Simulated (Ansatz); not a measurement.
The cluster Sn6S6. Total charge 0; singlet. Geometry PBE-D4/def2-SVP.

Cartesian coordinates in Å:
```
Sn -2.220 1.190 -1.823
Sn -2.082 0.052 1.874
Sn 2.030 0.693 -2.689
Sn 2.868 0.161 1.945
Sn -0.388 -2.014 -0.879
Sn 1.558 2.039 -0.037
S -0.941 1.959 0.359
S -0.328 -0.230 -2.982
S 0.602 -0.313 3.123
S -2.817 -0.979 -0.506
S 2.019 -0.665 -0.377
S -0.300 -1.892 1.994
```

In the def2 sets Sn takes a core potential; there is no spin–orbit coupling. Another isomer (singlet) lies 1.57 eV lower at PBE0-D4/def2-SVP; other spin states weren't run for this one.

(1) Estimate the orbital energies around the gap (eV) in Ansatz with PBE-D4/def2-SVP, r2SCAN-D4/def2-SVP, PBE0-D4/def2-SVP.

## Answers

(1) 
```json
{"orbital": "HOMO−5", "PBE-D4/def2-SVP": "-6.13", "r2SCAN-D4/def2-SVP": "-6.47", "PBE0-D4/def2-SVP": "-7.16"}
{"orbital": "HOMO−4", "PBE-D4/def2-SVP": "-6.04", "r2SCAN-D4/def2-SVP": "-6.35", "PBE0-D4/def2-SVP": "-7.01"}
{"orbital": "HOMO−3", "PBE-D4/def2-SVP": "-5.69", "r2SCAN-D4/def2-SVP": "-5.98", "PBE0-D4/def2-SVP": "-6.64"}
{"orbital": "HOMO−2", "PBE-D4/def2-SVP": "-5.46", "r2SCAN-D4/def2-SVP": "-5.75", "PBE0-D4/def2-SVP": "-6.43"}
{"orbital": "HOMO−1", "PBE-D4/def2-SVP": "-5.28", "r2SCAN-D4/def2-SVP": "-5.54", "PBE0-D4/def2-SVP": "-6.16"}
{"orbital": "HOMO", "PBE-D4/def2-SVP": "-4.75", "r2SCAN-D4/def2-SVP": "-5.00", "PBE0-D4/def2-SVP": "-5.52"}
{"orbital": "LUMO", "PBE-D4/def2-SVP": "-3.24", "r2SCAN-D4/def2-SVP": "-3.28", "PBE0-D4/def2-SVP": "-2.75"}
{"orbital": "LUMO+1", "PBE-D4/def2-SVP": "-2.89", "r2SCAN-D4/def2-SVP": "-2.85", "PBE0-D4/def2-SVP": "-2.30"}
{"orbital": "LUMO+2", "PBE-D4/def2-SVP": "-2.56", "r2SCAN-D4/def2-SVP": "-2.49", "PBE0-D4/def2-SVP": "-1.90"}
{"orbital": "LUMO+3", "PBE-D4/def2-SVP": "-2.45", "r2SCAN-D4/def2-SVP": "-2.40", "PBE0-D4/def2-SVP": "-1.83"}
{"orbital": "LUMO+4", "PBE-D4/def2-SVP": "-2.24", "r2SCAN-D4/def2-SVP": "-2.13", "PBE0-D4/def2-SVP": "-1.61"}
{"orbital": "LUMO+5", "PBE-D4/def2-SVP": "-2.04", "r2SCAN-D4/def2-SVP": "-1.96", "PBE0-D4/def2-SVP": "-1.40"}
```
